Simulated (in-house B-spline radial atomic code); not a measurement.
How numerical settings move a run on Pd, [Kr] 4d10. Computed with a B-spline radial code for spherical atoms: Dirac-Kohn-Sham PBE0, spherical fractional occupations, Fermi nucleus of rms radius 4.5318 fm.

Command:
```bash
python run_scf.py task.json out
```
Settings of the sound reference run:
```
Z                46
electrons        46
configuration    [Kr] 4d10
hamiltonian      dirac
method           pbe0
spin_polarised   False
nucleus          fermi
rms_radius       4.5318
mass_number      106
atomic_mass      105.9035
speed_of_light   137.036
knot_spacing     0.22
spline_order     8
gauss_points     12
box_radius       50
max_iterations   70
damping          0.5
damped_steps     3
diis_vectors     10
tolerance        1e-08
start            Thomas-Fermi
```

Time taken, with all properties: 1.6 s on 1 thread of Intel(R) Xeon(R) Platinum 8375C CPU @ 2.90GHz, with other jobs on the host.

It converges in 10 iterations to -5046.827599 hartree, with 4d5/2 at -5.22847 eV. The other runs change the listed settings, some to values that make no sense; their results aren't properties of the atom or ion. Radii are in bohr (the nuclear one in fm), a minus after a letter asks for a j subshell, and «unchanged» means within 1e-8 hartree. The run stops when the residual is below 10 × tolerance × max(1, Z/10), or a noise floor if that is larger, and the energy moves by less than 1e-8 × √|E| hartree; so very loose and very tight tolerances often act alike.

| changed settings | outcome |
| --- | --- |
| max_iterations = 12 | converged in 10 iterations, energy unchanged |
| max_iterations = 3 | not converged after 3 iterations, last residual 5.5e-02, last energy +1.40e-01 hartree from the reference |
| diis_vectors = 4 | converged in 10 iterations, energy unchanged, 4d5/2 level +6.6e-06 eV |
| gauss_points = 5, box_radius = 7.5, max_iterations = 75, damping = 0.95 | converged in 13 iterations, energy +1.70e-03 hartree from the reference, 4d5/2 level +1.2e-01 eV (the program warns: 4d5/2 reaches the box edge; 4d3/2 reaches the box edge) |
| diis_vectors = 2 | converged in 12 iterations, energy unchanged, 4d5/2 level +5.6e-05 eV |
| electrons = 47, configuration = [Kr] 4d10 5s-1, max_iterations = 100 | stopped with error: j subshells need the Dirac Hamiltonian and l > 0 |
| method = hf, speed_of_light = 23.00834 | stopped with error: Z/c is past the critical charge |
| max_iterations = 8, damping = 0.95, diis_vectors = 0 | not converged after 8 iterations, last residual 9.6e-02, last energy +5.32e-01 hartree from the reference |
| first_knot = 0.000217, max_iterations = 50, damping = 0.8 | converged in 14 iterations, energy +2.12e-05 hartree from the reference, 4d5/2 level +2.5e-05 eV |
| diis_vectors = 1 | not converged after 70 iterations, last residual 1.0e+00, last energy +3.35e+01 hartree from the reference |
| max_iterations = 5 | not converged after 5 iterations, last residual 5.1e-02, last energy +1.77e-01 hartree from the reference |

(1) What happens with max_iterations = 8?

(2) What happens with knot_spacing = 0.55, max_iterations = 12?

(3) What happens with electrons = 47, configuration = [Kr] 4d11, max_iterations = 100?

(4) What happens with knot_spacing = 2, max_iterations = 50, damped_steps = 0?

## Answers

(1) Not converged after 8 iterations, last residual 1.7e-04, last energy +1.71e-06 hartree from the reference.

(2) Converged in 10 iterations, energy +2.01e-01 hartree from the reference, 4d5/2 level -4.4e-03 eV.

(3) Stopped with error: shell 4d holds at most 10 electrons.

(4) Converged in 7 iterations, energy +3.85e+02 hartree from the reference, 4d5/2 level -2.5e+01 eV (the program warns: 4d5/2 reaches the box edge; 3s1/2 reaches the box edge).
